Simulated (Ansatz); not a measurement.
Ansatz (a quantum-chemistry and plane-wave program) input (MP2/3-21G): The .json file is the Basis Set Exchange's 3-21G.

Ansatz 0.2 input:
```yaml
crystal:
  periodic: [false, false, false]
  atoms:
    - {symbol: O, position_ang: [1.17069600, -0.14424900, 1.15529500]}
    - {symbol: B, position_ang: [0.16098500, -0.12738200, 0.32510000]}
    - {symbol: O, position_ang: [-1.06002700, -0.95686500, 0.63481500]}
    - {symbol: Cl, position_ang: [0.00386000, 0.73885700, -1.13896600]}
    - {symbol: H, position_ang: [1.24800600, -0.63776900, 1.97969100]}
    - {symbol: H, position_ang: [-1.81868800, -0.95079700, 0.02124600]}
    - {symbol: H, position_ang: [-1.18521000, -1.52618500, 1.41511100]}
basis:
  gaussian:
    orbitals: 3-21G.json
total_charge: 1
magnetization: {spin_polarized: false}
correlation: {method: mp2, electrons: outside_noble_gas}
```

Output:

```
Functional definition: HF
integrals: 0.01 GiB planned
486 factors; integrals over basis functions are off by at most 5.2e-4 eV
mean field: 0.11 GiB planned
mean field evaluation 1: about -17202.4216 eV, gradient 4.8e1 eV
mean field evaluation 2: about -17202.6198 eV, gradient 4.8e1 eV
mean field evaluation 4: about -17206.5774 eV, gradient 2.5e0 eV
mean field evaluation 8: about -17206.6199 eV, gradient 1.9e-1 eV
mean field -17206.62010162 eV, -632.3316256685 hartree, gradient 3.4e-6 eV, S^2 0.000000; 0 other end points of the search recorded, 0 dependent functions left out
8 core orbitals not correlated
reference -17206.62010162 eV, -632.3316256685 hartree; 12, 12 occupied and 26, 26 virtual orbitals, 486 factors
second order -9.12231113 eV of doubles, -0.00000000 eV of singles
Total energy: -17215.74241275 eV, -632.6668644191 hartree
```

The dipole moment of an ion depends on the origin.

The geometry given is a B3LYP-D3(BJ)/def2-TZVP minimum.
